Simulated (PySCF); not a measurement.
**Identify the compound**

An unknown has the formula C$_{5}$H$_{9}$N$_{3}$OSi. Its calculated NMR data are:

$^{1}$H NMR (300 MHz, computed): δ 9.87 (s, 1H), 5.49 (s, 2H), 4.53 (s, 3H), 2.96 (s, 3H).

$^{13}$C{$^{1}$H} NMR (computed): δ 165.9 (C), 164.3 (C), 163.4 (CH), 71.2 (CH2), 23.5 (CH3).

Computed data (PySCF): GFN2-xTB geometry, shieldings: GIAO PBE0/pcSseg-1. Single conformer, equivalent nuclei averaged, relativity neglected, isolated molecule.

Chemical shifts δ = σref − σ; $^{1}$H, $^{13}$C vs TMS, all at this level.

Problem. Which of these isomers gave the spectra?
A. CC(=O)c1nn(C)nc1[SiH3]
B. Cc1ncnnc1OC[SiH3]
C. Cc1ncnnc1CO[SiH3]
D. CCc1nnc(C=O)n1[SiH3]
E. CCc1ncnnc1O[SiH3]

Solution. C. 

- Rings plus π bonds: 4 (1 ring in the answer).
- 5 carbon signals for 5 carbons: no two carbons are equivalent.
- Carbon types of the structure: 2 × C, 1 × CH, 1 × CH2, 1 × CH3, leaving 3 H on heteroatoms.
- δC 165.9, 164.3: substituted aromatic carbon next to a ring nitrogen.
- δC 163.4: aromatic CH between two ring heteroatoms.
- δC 71.2: sp3 CH2 bonded to O, on an aromatic ring; the inductive effect lowers its shielding.
- δH 9.87: hydrogen on an aromatic CH between two ring heteroatoms; ring-current deshielding.
- δH 5.49: hydrogen on an sp3 CH2 bonded to O, on an aromatic ring; its carbon carries O, hence the downfield position.

The others: CCc1nnc(C=O)n1[SiH3] has carbons computed at 189.2, 167.3, 164.5, 23.5, 17.2; CC(=O)c1nn(C)nc1[SiH3] would give 3 signals for carbon-bound and other non-exchanging H, not 4; CCc1ncnnc1O[SiH3] has carbons computed at 168.7, 161.1, 158.7, 32.1, 15.0; Cc1ncnnc1OC[SiH3] has carbons computed at 169.4, 158.0, 156.7, 58.5, 22.4.

Shifts are as computed. Against solution values, carbons near 30 ppm lie about +3 ppm off and those near 130 ppm about +5 ppm. Of 1211 compounds with measured shifts, 218 miss one by over three times the rms of a fit or turn the order of signals round; such compounds aren't used in these exercises. No couplings were computed; multiplicities are counted from neighbouring protons, with m where these are inequivalent, close in shift, in a saturated or five-membered ring or joined by F or P, and br s for small geminal =CH2 splittings.
